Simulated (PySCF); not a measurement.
## Electron correlation in In- (indium, charge -1)

[Kr] 4d10 5s2 5p2, high-spin 3P determinant. Computed with PySCF 2.14 in aug-cc-pVQZ-PP with ECP28MDF (7s7p5d3f2g, 92 functions), with scalar relativity through the core potential. Frozen: 4s2 4p6 4d10; 4 electrons correlated.

```tsv
level	correlation energy (mhartree)
CCSD	-54.10
(T)	-2.32
CCSD(T)	-56.42
```

Diagnostics: T1 = 0.015, D1 = 0.0357, largest double amplitude 0.054.

Cost of the coupled-cluster step: of the order of 23 core-seconds, for 4 correlated electrons.

Iterations:

```
CC2 = 0
CCSD nocc = (np.int64(3), np.int64(1)), nmo = (83, 83)
frozen orbitals [[0, 1, 2, 3, 4, 5, 6, 7, 8], [0, 1, 2, 3, 4, 5, 6, 7, 8]]
max_cycle = 100
direct = 0
conv_tol = 1e-08
conv_tol_normt = 1e-06
diis_space = 8
diis_start_cycle = 0
Init t2, MP2 energy = -0.0429919844023082
Init E_corr(UCCSD) = -0.0429919844438076
cycle = 1  E_corr(UCCSD) = -0.0502975108686879  dE = -0.00730552642  norm(t1,t2) = 0.0562005
cycle = 2  E_corr(UCCSD) = -0.0525940586047089  dE = -0.00229654774  norm(t1,t2) = 0.0224549
cycle = 3  E_corr(UCCSD) = -0.0540848553318525  dE = -0.00149079673  norm(t1,t2) = 0.0106659
cycle = 4  E_corr(UCCSD) = -0.0540867757166796  dE = -1.92038483e-06  norm(t1,t2) = 0.00246756
cycle = 5  E_corr(UCCSD) = -0.0541025877055402  dE = -1.58119889e-05  norm(t1,t2) = 0.000710341
cycle = 6  E_corr(UCCSD) = -0.0540971452794154  dE = 5.44242612e-06  norm(t1,t2) = 0.000256783
cycle = 7  E_corr(UCCSD) = -0.0540978136448032  dE = -6.68365388e-07  norm(t1,t2) = 0.00010925
cycle = 8  E_corr(UCCSD) = -0.0540981833540946  dE = -3.69709291e-07  norm(t1,t2) = 4.16105e-05
cycle = 9  E_corr(UCCSD) = -0.054097553681455  dE = 6.2967264e-07  norm(t1,t2) = 1.05583e-05
cycle = 10  E_corr(UCCSD) = -0.0540977142155052  dE = -1.6053405e-07  norm(t1,t2) = 2.77014e-06
cycle = 11  E_corr(UCCSD) = -0.0540977218448657  dE = -7.62936051e-09  norm(t1,t2) = 8.02568e-07
UCCSD converged
E(UCCSD) = -189.2674965386761  E_corr = -0.05409772184486571
UCCSD(T) correction = -0.00232239127577438
```
